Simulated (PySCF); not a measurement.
# Pb⁺: excitation energy

Pb⁺ [Xe] 4f14 5d10 6s2 6p1 (2P) → Pb⁺ [Xe] 4f14 5d10 6s1 6p2 (4P), as a difference of total energies. All numbers are calculated (PySCF 2.14, the spin-free X2C one-electron Hamiltonian (Gaussian nucleus), in x2c-QZVPPall (16s10p9d6f1g, 142 functions)). Correlated levels: valence: [Xe] 4f14 5d10 frozen; valence and next inner shell: [Kr] 4d10 4f14 frozen. The calculations carry no spin-orbit coupling.

```json
{"method": "UHF", "excitation energy (eV)": "6.010"}
{"method": "LDA", "excitation energy (eV)": "8.348"}
{"method": "PBE", "excitation energy (eV)": "8.089"}
{"method": "PBE0", "excitation energy (eV)": "7.689"}
{"method": "r2SCAN", "excitation energy (eV)": "7.672"}
{"method": "MP2 (valence)", "excitation energy (eV)": "6.624"}
{"method": "SCS-MP2 (valence)", "excitation energy (eV)": "6.858"}
{"method": "MP2 (valence and next inner shell)", "excitation energy (eV)": "7.837"}
{"method": "SCS-MP2 (valence and next inner shell)", "excitation energy (eV)": "7.897"}
```

Problem. How much does correlation contribute at MP2 (valence and next inner shell)?

Solution. 7.837 − (6.010) = 1.827 eV, measured against UHF.

Spin-orbit coupling is strong in these open shells (close to jj coupling). The scalar numbers leave it out and a first-order estimate fails, so it can dominate the gap to the real levels.
